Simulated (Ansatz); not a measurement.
Species: C2H4BO2, charge 0, multiplicity 2. It need not be the lowest isomer of its formula. 
Geometry from a B3LYP-D3(BJ)/def2-TZVP (Ansatz, a program for electronic structure) optimisation:
SMILES: [CH]=CB(O)O
```xyz
9

C     -2.0121     0.2243     0.5627
C     -0.9885    -0.5414     0.2911
B      0.4279    -0.0281    -0.1201
O      0.6526     1.3183    -0.2139
O      1.3772    -0.9881    -0.3663
H     -3.0463     0.1176     0.8569
H     -1.1177    -1.6288     0.3521
H      1.5415     1.5804    -0.4706
H      2.2481    -0.6676    -0.6193
```
Charge 0, spin multiplicity 2.

Basis-set convergence of Hartree-Fock and CCSD correlation energies (hartree) with Ansatz. Cores are frozen in the correlated levels unless marked. Open shells are spin-unrestricted. No spin-orbit coupling. No relativistic terms.

The UHF reference is spin-contaminated (<S^2> 0.20 over the pure value in the largest basis). 

| basis | functions | E(HF) | E(corr, CCSD) |
|---|---|---|---|
| cc-pVDZ | 90 | -252.53131 | -0.71777 |
| cc-pVTZ | 206 | -252.61070 | -0.88318 |
| cc-pVQZ | 395 | -252.62932 | -0.93771 |

Extrapolating the two largest sets (X = 3 and 4) as X^-3: E(corr) = (64·(-0.93771) - 27·(-0.88318))/37 = -0.9775 Eh, an estimate of the basis-set limit. The largest set recovers 95.9 % of it, the smallest 73.4 %.
